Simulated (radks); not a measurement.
Question: All-electron atom: Co3+ in [Ar] 3d6 (the NIST ground configuration). All-electron calculation, scalar-relativistic Kohn-Sham, PBEsol, spin-polarised, spherical densities, point nucleus; open shells are filled with parallel spins first. Program: a radial shooting solver on a logarithmic mesh with Libxc functionals. Some entries of the table are withheld. Estimate them.

| orbital | occ. | eigenvalue (Ry) | <1/r> (bohr^-1) |
|---|---|---|---|
| 1s down | 1 | -560.3615 | 27.01 |
| 1s up | 1 | -560.3613 | 27.01 |
| 2s up | 1 | -68.92938 | 5.804 |
| 2s down | 1 | -68.75701 | 5.815 |
| 2p up | 3 | -59.45480 | 5.698 |
| 2p down | 3 | -59.32427 | 5.707 |
| 3s up | 1 | (1) | 1.847 |
| 3s down | 1 | (2) | 1.838 |
| 3p up | 3 | -7.74734 | (3) |
| 3p down | 3 | -7.39954 | (4) |
| 3d up | 5 | (5) | 1.396 |
| 3d down | 1 | (6) | 1.367 |

Answer: 
(1) 3s up eigenvalue (Ry): -10.45706
(2) 3s down eigenvalue (Ry): -10.10330
(3) 3p up <1/r> (bohr^-1): 1.711
(4) 3p down <1/r> (bohr^-1): 1.699
(5) 3d up eigenvalue (Ry): -3.44665
(6) 3d down eigenvalue (Ry): -3.11366
